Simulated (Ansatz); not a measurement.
SiMe2(SiMe3)2 (C₈H₂₄Si₃), relaxed as a singlet with RKS PBE-D4/def2-SVP in Ansatz, starting from the GFN2-xTB geometry. Force threshold 0.03 eV/Å.

Start:

```xyz
35

Si    0.8613    0.2149   -0.1826
C     1.5413    0.9537   -1.8196
H     0.7467    1.0876   -2.5464
H     2.2888    0.3081   -2.2704
H     2.0038    1.9229   -1.6602
C     2.3920    0.0433    0.9642
H     3.1368   -0.6246    0.5421
H     2.1105   -0.3547    1.9341
H     2.8737    1.0018    1.1328
Si    0.0156   -1.9402   -0.6412
C    -1.3728   -2.3907    0.5962
C    -0.7504   -2.0319   -2.3931
C     1.3394   -3.3214   -0.5223
H    -1.7774   -3.3807    0.4067
H    -2.1964   -1.6857    0.5352
H    -1.0079   -2.3788    1.6186
H    -1.5369   -1.2924   -2.5101
H    -0.0070   -1.8398   -3.1604
H    -1.1862   -3.0062   -2.5968
H     2.1491   -3.1526   -1.2261
H     1.7745   -3.3561    0.4719
H     0.9245   -4.3040   -0.7315
Si   -0.6134    1.7857    0.7785
C    -2.1966    1.9441   -0.2848
C    -1.1587    1.2424    2.5303
C     0.1375    3.5420    0.9449
H    -2.9167    2.6261    0.1581
H    -2.6870    0.9820   -0.4000
H    -1.9670    2.3130   -1.2796
H    -1.6506    0.2752    2.5034
H    -0.3073    1.1564    3.1983
H    -1.8528    1.9493    2.9762
H     1.0111    3.5334    1.5899
H     0.4498    3.9267   -0.0214
H    -0.5712    4.2513    1.3650
```

Task: Estimate the energy that the relaxation releases and the steps that it takes.

Result: 32.8 kJ/mol, in 11 steps; 26 s on 4 threads of AMD EPYC 9B45 on a shared host. The force fell under the threshold at step 5, but the optimiser went on and released 0.012 eV more. No frequencies were taken in this run, so the end may be a saddle point.

Task: Does the start keep its bonding?

Result: By distances, no bond broke or formed. The bond that changes most is C2–H4, from 1.09 to 1.11 Å (atoms count from 1).

Task: Predict the relaxed structure.

Result: 
```csv
atom,x (Å),y (Å),z (Å)
Si1,0.9765,0.2065,-0.1073
C2,1.7813,0.9035,-1.6949
H3,1.0236,1.0613,-2.4896
H4,2.5503,0.2081,-2.0918
H5,2.2740,1.8780,-1.4953
C6,2.3294,-0.0276,1.2223
H7,3.1139,-0.7299,0.8709
H8,1.9010,-0.4367,2.1601
H9,2.8206,0.9378,1.4654
Si10,-0.0304,-1.8666,-0.6112
C11,-1.2170,-2.3882,0.7822
C12,-1.0072,-1.7156,-2.2368
C13,1.3062,-3.2059,-0.8156
H14,-1.6526,-3.3887,0.5752
H15,-2.0553,-1.6687,0.8849
H16,-0.6950,-2.4411,1.7599
H17,-1.7891,-0.9319,-2.1671
H18,-0.3364,-1.4494,-3.0797
H19,-1.5062,-2.6751,-2.4896
H20,2.0179,-2.9418,-1.6250
H21,1.8898,-3.3364,0.1189
H22,0.8494,-4.1857,-1.0711
Si23,-0.6447,1.7216,0.6922
C24,-2.1885,1.6879,-0.4200
C25,-1.1418,1.2431,2.4649
C26,0.0659,3.4871,0.7074
H27,-2.9372,2.4346,-0.0806
H28,-2.6733,0.6900,-0.4023
H29,-1.9311,1.9200,-1.4741
H30,-1.5554,0.2149,2.5057
H31,-0.2679,1.2832,3.1474
H32,-1.9130,1.9378,2.8602
H33,0.9639,3.5515,1.3558
H34,0.3607,3.8099,-0.3124
H35,-0.6828,4.2125,1.0909
```
Bond lengths: 8 × C–Si 1.90 to 1.91 Å; 2 × Si–Si 2.36 Å; 24 × C–H 1.11 Å.
